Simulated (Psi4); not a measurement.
C$_{5}$H$_{9}$F, singlet, geometry from GFN2-xTB; PBE0/def2-TZVPPD in Psi4 1.11.

Input for Psi4:
```
memory 2 GB

molecule {
0 1
C     1.74897900    0.87560586    0.07112182
C     1.16952594   -0.14525699   -0.90139339
C    -0.34506700   -0.25764165   -0.90315935
C    -1.25140730    0.75993432   -0.26252297
C    -1.12786136   -0.60798163    0.32530425
F    -0.47878962   -0.74143506    1.51922093
H     1.43729240    1.88365366   -0.19336747
H     1.44173308    0.66338046    1.09096775
H     2.83520240    0.83782495    0.03010551
H     1.48815812    0.11305269   -1.91472610
H     1.58223159   -1.13132994   -0.66968126
H    -0.72175591   -0.71797716   -1.81045053
H    -0.79680878    1.56587598    0.28964304
H    -2.17474886    1.02617957   -0.75322159
H    -1.94721326   -1.31570395    0.28164002
}

set {
  basis def2-tzvppd
}

energy('pbe0')
print_variables()
```

It wrote (shortened):

```
   => Loading Basis Set <=

    Name: DEF2-TZVPPD
    Role: ORBITAL
    Keyword: BASIS

         ---------------------------------------------------------
                                   SCF
               by Justin Turney, Rob Parrish, Andy Simmonett
                          and Daniel G. A. Smith
                              RKS Reference
         ---------------------------------------------------------

  ==> Geometry <==

    Molecular point group: c1
    Full point group: C1

    Geometry (in Angstrom), charge = 0, multiplicity = 1:

       Center              X                  Y                   Z               Mass
    ------------   -----------------  -----------------  -----------------  -----------------
         C            1.789827885382     0.916963502606     0.012788681592    12.000000000000
         C            1.210374825382    -0.103899347394    -0.959726528408    12.000000000000
         C           -0.304218114618    -0.216284007394    -0.961492488408    12.000000000000
         C           -1.210558414618     0.801291962606    -0.320856108408    12.000000000000
         C           -1.087012474618    -0.566623987394     0.266971111592    12.000000000000
         F           -0.437940734618    -0.700077417394     1.460887791592    18.998403162730
         H            1.478141285382     1.925011302606    -0.251700608408     1.007825032230
         H            1.482581965382     0.704738102606     1.032634611592     1.007825032230
         H            2.876051285382     0.879182592606    -0.028227628408     1.007825032230
         H            1.529007005382     0.154410332606    -1.973059238408     1.007825032230
         H            1.623080475382    -1.089972297394    -0.728014398408     1.007825032230
         H           -0.680907024618    -0.676619517394    -1.868783668408     1.007825032230
         H           -0.755959894618     1.607233622606     0.231309901592     1.007825032230
         H           -2.133899974618     1.067537212606    -0.811554728408     1.007825032230
         H           -1.906364374618    -1.274346307394     0.223306881592     1.007825032230

  Running in c1 symmetry.

  Rotational constants: A =      0.16906  B =      0.09896  C =      0.08185 [cm^-1]
  Rotational constants: A =   5068.21511  B =   2966.69085  C =   2453.94982 [MHz]
  Nuclear repulsion =  249.560913564122473

  Charge       = 0
  Multiplicity = 1
  Electrons    = 48
  Nalpha       = 24
  Nbeta        = 24

[...]
   @DF-RKS iter   3:  -295.52937880501690   -8.36689e-01   3.43831e-04 ADIIS/DIIS
   @DF-RKS iter   4:  -295.53488269336816   -5.50389e-03   1.73135e-04 ADIIS/DIIS
   @DF-RKS iter   5:  -295.53631801173748   -1.43532e-03   4.93767e-05 DIIS
   @DF-RKS iter   6:  -295.53644221099870   -1.24199e-04   9.29817e-06 DIIS
   @DF-RKS iter   7:  -295.53644627991991   -4.06892e-06   3.89743e-06 DIIS
   @DF-RKS iter   8:  -295.53644712455502   -8.44635e-07   6.29139e-07 DIIS
  Energy and wave function converged.

  ==> Post-Iterations <==

   Electrons on quadrature grid:
      Ntotal   =   47.9999612240 ; deviation = -3.878e-05

    Orbital Energies [Eh]
    ---------------------

    Doubly Occupied:

[...]
    Virtual:

[...]
    Final Occupation by Irrep:
              A
    DOCC [    24 ]
    NA   [    24 ]
    NB   [    24 ]

  @DF-RKS Final Energy:  -295.53644712455502

   => Energetics <=

    Nuclear Repulsion Energy =            249.5609135641224725
    One-Electron Energy =                -896.7876214659502239
    Two-Electron Energy =                 382.5851988790265636
    DFT Exchange-Correlation Energy =     -30.8949381017538798
    Empirical Dispersion Energy =           0.0000000000000000
    VV10 Nonlocal Energy =                  0.0000000000000000
    Total Energy =                       -295.5364471245550249

Computation Completed

Properties will be evaluated at   0.000000,   0.000000,   0.000000 [a0]

Properties computed using the SCF density matrix

 Multipole Moments:

 ------------------------------------------------------------------------------------
     Multipole            Electronic (a.u.)      Nuclear  (a.u.)        Total (a.u.)
 ------------------------------------------------------------------------------------

 L = 1.  Multiply by 2.5417464519 to convert [e a0] to [Debye]
 Dipole X            :         -3.8793590            3.7052737           -0.1740854
 Dipole Y            :         -3.6517512            3.7514220            0.0996707
 Dipole Z            :          4.6699974           -5.2912157           -0.6212183
 Magnitude           :                                                    0.6528033

 ------------------------------------------------------------------------------------

  Variable Map:
  ----------------------------------------------------------------------------
[...]
  Array Variable Map:
  ----------------------------------------------------------------------------
[...]
[...]
```
